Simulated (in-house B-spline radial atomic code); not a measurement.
A calculation on the zinc ion Zn⁺: its settings, and results tabulated from the run. All numbers are computed (non-relativistic PBE, spin-polarised, spherical fractional occupations; point nucleus, inside a hard spherical wall at 2.93 bohr) with an all-electron radial atomic-structure program (B-spline basis), not measured.

Command:
```bash
python run_scf.py task.json out
```
Settings:
```
Z                30
configuration    [Ar] 3d10 4s1
hamiltonian      nr
method           pbe,pbe
spin_polarised   True
wall_radius      2.93
```

Output (hartree, bohr):
```
 radial grid: 40 intervals, B-splines of order 8, outer radius 2.93 bohr

 iter        energy (Eh)    residual
    1       -1777.589482    3.79e-01
    2       -1777.822117    1.23e-01
    3       -1778.203531    4.88e-02
    4       -1778.270535    2.22e-02
    5       -1778.231028    4.00e-02
    6       -1778.286082    4.53e-03
    7       -1778.286816    6.62e-05
    8       -1778.286816    1.19e-05
    9       -1778.286816    3.87e-07
   10       -1778.286816    2.62e-08

 total energy                     -1778.28682
 kinetic                            1780.0020
 electron-nucleus                  -4258.5700
 Hartree                             771.2395
 exchange-correlation                -70.9584

 orbital      occ     eigenvalue          <r>       <r^2>       <1/r>       <r^4>       r_max
 1s up      1.000      -345.7054    0.0511071  0.00349984     29.5082 3.11823e-05     0.03371
 1s down    1.000      -345.7015    0.0511074  0.00349986      29.508 3.11826e-05     0.03371
 2s up      1.000       -41.6755     0.229784   0.0622175     6.43496  0.00669852      0.1925
 2s down    1.000       -41.6743      0.22979   0.0622198     6.43467  0.00669868      0.1925
 2p up      3.000       -36.7390     0.199706   0.0488398     6.40053  0.00479762      0.1535
 2p down    3.000       -36.7372     0.199712   0.0488424     6.40034   0.0047979      0.1535
 3s up      1.000        -4.6995     0.694491    0.558034     2.03942    0.510918      0.5976
 3s down    1.000        -4.6948     0.693781    0.556567     2.04075    0.506738      0.5976
 3p up      3.000        -3.1361     0.722831    0.618274     1.90621    0.679786      0.5972
 3p down    3.000        -3.1300     0.721202    0.614839     1.90914    0.669151      0.5972
 3d up      5.000        -0.5023     0.866575     0.95436     1.53029     1.95855      0.5687
 3d down    5.000        -0.4879     0.855776    0.929052     1.54402     1.85838      0.5676
 4s up      1.000        -0.0282      1.69476     3.12322    0.766167     12.2007       1.723

 Slater integrals (Eh)
   F0(3d up,3d up)               1.067760
   F2(3d up,3d up)               0.486366
   F4(3d up,3d up)               0.300911
   F0(3d up,3d down)             1.074107
   F2(3d up,3d down)             0.490201
   F4(3d up,3d down)             0.303473
   F0(3d up,4s up)               0.631935
   G2(3d up,4s up)               0.096336
   F0(3d down,3d down)           1.080536
   F2(3d down,3d down)           0.494127
   F4(3d down,3d down)           0.306104
   F0(3d down,4s up)             0.633213
   F0(4s up,4s up)               0.529363
```

Run time, properties included: 0.12 s on 1 thread of Arm Neoverse N1, on a shared host.
